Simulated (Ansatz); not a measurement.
The cluster TiSi₆⁺, relaxed as a doublet with UKS PBE0-D4/def2-SVP in Ansatz, starting from the GFN2-xTB geometry. Force threshold 0.02 eV/Å.

The charge 1 doublet is spin-contaminated (final ⟨S²⟩ up to 0.87, 0.75 for a pure state). The relaxation made no stability test and no search for a lower SCF solution. No other spin state of charge 1 was run. Another isomer (doublet) lies 0.79 eV lower at PBE0-D4/def2-TZVP; other spin states weren't run for this one.

Start:

Cartesian coordinates in Å:
```
Ti -0.307 0.976 -0.560
Si 1.312 1.003 1.422
Si 0.388 -2.926 -0.809
Si -2.278 0.313 0.882
Si 0.936 3.030 0.357
Si -1.049 -1.566 0.392
Si 0.999 -0.831 -1.685
```

```csv
step,energy (eV),largest force component (eV/Å),SCF passes
1,-70325.4867,1.475,119
2,-70326.1856,1.052,62
3,-70326.8374,0.630,55
4,-70327.3190,0.699,48
5,-70327.7489,0.533,55
6,-70327.9285,0.850,58
7,-70328.1260,0.455,64
8,-70328.3830,1.072,102
9,-70328.7590,0.424,48
10,-70328.8408,0.674,47
11,-70328.9364,0.338,39
12,-70328.9624,0.226,42
13,-70328.9767,0.117,43
14,-70328.9806,0.073,39
15,-70328.9811,0.040,40
16,-70328.9816,0.012,40
```

Force components are those of the run's own axes.

End:

Cartesian coordinates in Å:
```
Ti -0.3492 1.0023 -1.2827
Si 1.1403 0.5023 1.0680
Si -0.1194 -2.7666 -1.0234
Si -1.4878 0.8035 0.9535
Si -0.0018 2.5674 0.7290
Si -0.3338 -1.2624 0.7623
Si 1.1517 -0.8466 -1.2066
```

Bonds formed: Si2–Si4, Si2–Si6, Si2–Si7, Si4–Si5, Si6–Si7 (atoms count from 1).

No frequencies were taken in this run, so the end may be a saddle point.

Hardware: 4 threads of Arm Neoverse V2 on a shared host. Wall time 2.1 min, peak host memory 0.67 GiB.
